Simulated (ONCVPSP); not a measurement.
# Plane-wave convergence, ONCV potential for Al

Al, optimised norm-conserving Vanderbilt (ONCV), made with ONCVPSP 4.0.1 (LDA (Perdew-Zunger), non-relativistic). Core [Ne], reference 3s1 3p2. Waves: 3s: rc 2.20 bohr, ncon 5, nbas 9, qcut 3.1 1/bohr, 2 projectors, debl 2.2 Ha; 3p: rc 1.75 bohr, ncon 5, nbas 8, qcut 4.5 1/bohr, 2 projectors, debl 0.4 Ha; d scattering state at 0.06 Ha: rc 1.65 bohr, ncon 4, nbas 7, qcut 6.3 1/bohr, 3 projectors, debl 1.3 Ha. Local part: polynomial inside 1.60 bohr (lpopt 4, dvloc0 0 Ha). Core correction: Teter function, fcfact 4.75, rcfact 1.55.

Task: For each optimised wave give the share of its norm inside rc, the residual kinetic energy above qcut (Ha) and the cutoffs (Ha) for errors of 10, 1, 0.1 and 0.01 mHa per electron.

Result:

```csv
wave,norm inside rc,residual KE,10 mHa,1 mHa,0.1 mHa,0.01 mHa
3s,0.440,1.8e-03,3.2,5.9,36.4,45.6
s projector 2,0.143,3.8e-02,5.8,15.0,45.2,55.0
3p,0.109,2.3e-03,1.6,25.6,57.9,67.0
p projector 2,0.094,1.6e-03,1.8,21.1,77.0,88.2
d projector 1,0.013,5.0e-06,2.0,7.0,13.2,18.3
d projector 2,0.239,5.9e-04,13.0,18.6,27.8,59.1
d projector 3,0.158,2.4e-03,16.1,21.9,33.7,85.6
```

The occupied waves need 26 Ha and 58 Ha for 1 and 0.1 mHa. Note: ghosts flagged at negative energy: p at -52.2 eV; no localised positive-energy state flagged. A true bound ghost makes a file unfit for plane-wave use.
